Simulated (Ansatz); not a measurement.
The cluster Li6Te2. Total charge 0; singlet. Geometry PBE0-D4/def2-SVP; atoms count from 1.

```csv
atom,x (Å),y (Å),z (Å)
Li1,1.927,0.152,3.717
Li2,0.566,-1.714,0.996
Li3,-3.247,-0.427,-1.778
Li4,1.434,0.860,0.236
Li5,-0.589,-0.239,-2.844
Li6,-1.887,2.094,-1.784
Te7,2.893,-0.762,1.644
Te8,-1.097,0.037,-0.187
```

In the def2 sets Te takes a core potential; there is no spin–orbit coupling. The restricted singlet is unstable towards broken spin symmetry in Hartree–Fock (as tested in another run); at PBE0-D4/def2-TZVP this wasn't settled. Another isomer (singlet) lies 1.20 eV lower at PBE0-D4/def2-TZVP; other spin states weren't run for this one.

(1) Estimate the Mulliken populations from the PBE0/def2-TZVP orbitals of Ansatz.

(2) And the Mayer bond orders between heavy atoms (over 0.3)?

Results:

(1) 
```
atom  charge (e)
 Li1        0.60
 Li2        0.58
 Li3        0.17
 Li4        0.56
 Li5        0.20
 Li6        0.15
 Te7       -1.10
 Te8       -1.16
```
Mulliken values depend strongly on the basis.

(2) Li1–Te7 0.65 (2.46 Å); Li2–Te7 0.45 (2.60 Å); Li3–Li5 0.42 (2.87 Å); Li3–Li6 0.46 (2.86 Å); Li4–Te7 0.46 (2.60 Å); Li5–Li6 0.43 (2.87 Å).
